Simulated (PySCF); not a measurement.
# Structure from 2D NMR

Compound of formula C8H8O2. Correlations simulated from computed shifts and the bond graph:

HSQC (one-bond C–H):
| δH | δC |
| --- | --- |
| 6.87 | 122.8 |
| 6.82 | 126.6 |
| 3.90 | 66.0 |

COSY cross peaks (H two or three bonds apart, from the bond graph; peaks can be absent where the dihedral angle is near 90°):
| δH | δH |
| --- | --- |
| 6.87 | 6.82 |

HMBC (two and three bonds, from the bond graph):
| δH | δC |
| --- | --- |
| 6.87 | 149.5, 126.6 |
| 6.82 | 149.5, 126.6, 122.8 |
| 3.90 | 149.5, 66.0 |

Carbons without hydrogens: δ 149.5.

One averaged value for each set of equivalent atoms, one computed conformer, non-relativistic Hamiltonian, no solvent model. Shieldings: GIAO B3LYP/pcSseg-1; coordinates at the PBE0-D3(BJ)/def2-SVP level; PySCF.

Scale: 1H (σref 31.38), 13C (σref 179.24) vs TMS (reference shieldings calculated alike).

Exchangeable hydrogens are left out of these lists.

Assemble the structure.

Answers

1,4-benzodioxane (O1c2c(cccc2)OCC1).

Structure with atom numbers: `[cH:1]1[cH:2][cH:3][c:4]2[c:5]([cH:6]1)[O:7][CH2:8][CH2:9][O:10]2`; H(Xn) means a hydrogen on atom n.

- δC 149.5 is C4/C5, an aromatic carbon bearing oxygen.
- δC 126.6 is C1/C2, an aromatic CH (δH 6.82).
- δC 122.8 is C3/C6, an aromatic CH (δH 6.87).
- δC 66.0 is C8/C9, an sp3 CH2 bonded to O (δH 3.90).
- HMBC from δH 6.87 reaches the proton-free carbon C4/C5.
- HMBC from δH 6.82 reaches the proton-free carbon C4/C5.
- HMBC from δH 3.90 reaches the proton-free carbon C4/C5.
- COSY links 6.87–6.82.

The data come from this structure; uniqueness wasn't tested.

Shifts are as computed. Against solution values, carbons near 30 ppm lie about +2 ppm off and those near 130 ppm about +6 ppm. Of 1211 compounds with measured shifts, 218 miss one by over three times the rms of a fit or turn the order of signals round; such compounds aren't used in these exercises.
